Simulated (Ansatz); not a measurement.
Consider the formal exchange of groups at a Ga–C bond: `C[CH2][Ga]([Cl])[Cl]` + `C#CCOC=C` → `C=[CH][Ga]([Cl])[Cl]` + `C#CCOCC`.

Calculated with Ansatz (gas phase, PBE0-D4/def2-TZVP geometries, no zero-point term in ΔE). CCSD(T)/CBS adds triple-zeta CCSD(T) − MP2 to the extrapolated MP2 energy (def2 sets, frozen cores). Functionals use def2-TZVPP. B3LYP here is the variant with VWN-RPA as its local correlation; programs differ in this. HSE06 is defined as in plane-wave codes. For Ga outer-core shells are correlated without core-valence functions, which leaves a few kJ/mol of doubt a bond. Scalar relativity is left out up to krypton. One conformer a species, not always the lowest.

```tsv
level	ΔE (kJ/mol)	difference from CCSD(T)/CBS
PBE-D4	19.0	11.3
revPBE-D4	17.2	9.5
BLYP-D4	14.3	6.6
B3LYP-D4	11.5	3.8
r2SCAN0-D4	12.6	4.9
BHLYP-D4	5.9	-1.8
CAM-B3LYP-D4	10.3	2.6
ωB97M-V	9.8	2.1
PBE	19.0	11.3
HSE06	14.7	7.0
MP2/def2-SVP	7.6	-0.1
CCSD/def2-SVP	2.5	-5.2
CCSD(T)/def2-SVP	3.6	-4.1
MP2/def2-TZVPP	8.0	0.3
MP2/def2-QZVPP	9.8	2.1
CCSD/CBS(def2)	6.3	-1.4
CCSD(T)/CBS	7.7	0
```

Largest T1 diagnostic among the species: 0.013.

From PBE to PBE0 (25 % exact exchange), in def2-TZVPP and without D4, ΔE moves by −4.3 kJ/mol. In def2-TZVPP, CCSD(T) changes the Hartree–Fock value by +9.6 kJ/mol (the triples alone add +1.4 kJ/mol) and MP2 by +12.8 kJ/mol.
